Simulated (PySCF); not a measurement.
## Broadened absorption spectrum of CH6BNO2

Species: CH6BNO2.
Atom-mapped SMILES: `[NH2:1][CH2:2][B:3]([OH:4])[OH:5]` (hydrogens: H6, H7 on N1; H8, H9 on C2; H10 on O4; H11 on O5)

Computed with TDDFT PBE0/def2-SVPD, vertical, gas phase, core orbitals frozen in the response in PySCF 2.14.0, density-fitted response routines. Geometry: PBE0-D3(BJ)/def2-SVP, one conformer, isolated molecule. Torsions of this conformer, `[NH2:1][CH2:2][B:3]([OH:4])[OH:5]`: N1–C2–B3–O4 1°, H–N1–C2–B3 -58°, H–N1–C2–B3 54°, H–O4–B3–C2 180°, H–O5–B3–C2 0°.

Broadening: Gaussians 0.3 eV wide at half height, area fixed by f = 4.319×10⁻⁹ ∫ε dν̃. The cross-section is σ = 3.8235×10⁻²¹ ε cm², given in Mb (10⁻¹⁸ cm²). The width is an assumption, not a result. The curve ends short of the highest state used, and states not computed would add to its high-energy end.

```tsv
λ (nm)	σ (Mb)
152.3	6.17
155.5	1.93
158.8	2.22
162.0	6.92
165.3	6.11
168.5	2.96
171.7	1.28
175.0	1.85
178.2	4.86
181.5	5.21
184.7	2.35
188.0	0.88
191.2	1.78
194.5	4.06
197.7	5.11
200.9	3.53
204.2	1.34
207.4	0.31
210.7	0.04
213.9	0.02
217.2	0.06
220.4	0.14
223.7	0.24
226.9	0.27
230.1	0.20
233.4	0.11
236.6	0.04
239.9	0.01
243.1	0.00
246.4	0.00
```

Task: Locate the maxima and give the states behind the curve.

Result: 226 nm (5.48 eV), ε about 70, made up of S1 (100%); 197 nm (6.28 eV), ε about 1300, made up of S2 (97%); 180 nm (6.88 eV), ε about 1500, made up of S4 (100%); 163 nm (7.60 eV), ε about 2000, made up of S6 (95%) (ε in L mol⁻¹ cm⁻¹; maxima over ε = 5, shares over 10%). At its high-energy end, 8.14 eV, the curve is still rising (ε about 1600, from S8). The states used: S1 5.48 eV (f 0.0008); S2 6.28 eV (f 0.015); S3 6.47 eV (f 0.0011); S4 6.89 eV (f 0.017); S5 7.36 eV (f 0.0055); S6 7.61 eV (f 0.021); S7 8.07 eV (f 0.0001); S8 8.18 eV (f 0.019); S9 8.71 eV (f 0.0028); S10 8.74 eV (f 0.0048).

Task: What would ε be at 7.60 eV, the highest of these maxima, with half the width (0.15 eV)?

Result: About 3750 L mol⁻¹ cm⁻¹ against 1970, a factor of about 1.9; a lone state at its own centre would give exactly 2.

Task: On this curve, what absorbance would a 10⁻³ mol/L sample give at 222 nm over a 1 cm path?

Result: 222 nm is 5.585 eV, where ε is about 51 L mol⁻¹ cm⁻¹, so A = ε c l ≈ 0.051 (Beer–Lambert, with the gas-phase spectrum and the assumed width).

Task: Coming from long wavelengths, where does ε first pass 100 L mol⁻¹ cm⁻¹?

Result: At about 207 nm (5.99 eV), 0.51 eV above S1.

All these states lie below the vertical ionisation energy of 9.02 eV (ΔSCF).
